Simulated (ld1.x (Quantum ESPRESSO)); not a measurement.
# Transferability test, RRKJ potential for germanium (Ge)

```json
{
 "Element": "Ge (Z = 32)",
 "Generator": "ld1.x (Quantum ESPRESSO) 7.5",
 "Type": "norm-conserving RRKJ (Kleinman–Bylander form)",
 "Functional": "PBE",
 "Relativity": "scalar-relativistic",
 "Frozen core": "[Ar]",
 "Valence charge": "14",
 "Reference configuration": "3d10 4s2 4p2",
 "Partial waves": "4s (bound): rc 1.70 bohr; 4p (bound): rc 1.95 bohr; 3d (bound): rc 1.25 bohr",
 "Local potential": "all-electron potential smoothed inside 1.80 bohr (lloc = -1)",
 "Core correction": "Bessel-smoothed model core inside 1.30 bohr",
 "rho0": "0.001"
}
```

Energies are relative to the spin-unpolarised reference configuration 3d10 4s2 4p2; without spin polarisation the order of configurations can differ from experiment.

```csv
valence configuration,charge,ΔE all-electron (eV),error AE − PS (meV)
3d10 4s2 4p1,+1,7.444,-0.3
3d10 4s2 4p0,+2,22.883,-1.8
3d10 4s2 4p1.5,+0.5,2.802,-0.2
3d10 4s0 4p4,0,16.195,-9.6
3d10 4s2 4p2.3,-0.3,-0.884,+0.1
3d10 4s1 4p3,0,7.972,-2.6
```

Problem. What are ΔE and the potential's error for 3d10 4s1 4p0?

Solution. ΔE = 57.674 eV all-electron; the error (AE − PS) is -6.0 meV.

Levels in the configuration 3d10 4s2 4p1.5:

```
level  all-electron (eV)  pseudo (eV)
   3d            -33.542      -33.516
   4s            -15.599      -15.597
   4p             -7.384       -7.383
```
